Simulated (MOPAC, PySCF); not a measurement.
H2ClGa, SMILES `[Cl][GaH2]`, neutral singlet in the gas phase. 

Cartesian coordinates (Å):
SMILES: [Cl][GaH2]
```xyz
4

Cl     1.9536    -0.0074     0.0576
Ga    -0.2116     0.0008    -0.0062
H     -0.8763    -1.4069    -0.0288
H     -0.8658     1.4135    -0.0226
```
Charge 0, multiplicity 1.

All levels are single points at this geometry (B3LYP-D3(BJ)/def2-TZVP); Pople sets use spherical d functions. Orbital energies aren't observables, and empty levels follow the basis.

BP86/6-31G* in PySCF gives dipole (D) = 2.01.

Q: Estimate the dipole (D) from each of these levels: B3LYP-D3(BJ)/def2-TZVP in PySCF; M06-2X/def2-TZVP in PySCF; B3LYP/6-31G* in PySCF; SVWN5/6-31G* in PySCF; HF/3-21G in PySCF; HF/6-31G* in PySCF; HF/STO-3G in PySCF; PM7 in MOPAC.

A: 
| level | dipole (D) |
|---|---|
| B3LYP-D3(BJ)/def2-TZVP in PySCF | 2.00 |
| M06-2X/def2-TZVP in PySCF | 2.12 |
| B3LYP/6-31G* in PySCF | 2.16 |
| SVWN5/6-31G* in PySCF | 2.02 |
| HF/3-21G in PySCF | 3.35 |
| HF/6-31G* in PySCF | 2.57 |
| HF/STO-3G in PySCF | 2.68 |
| PM7 in MOPAC | 4.11 |
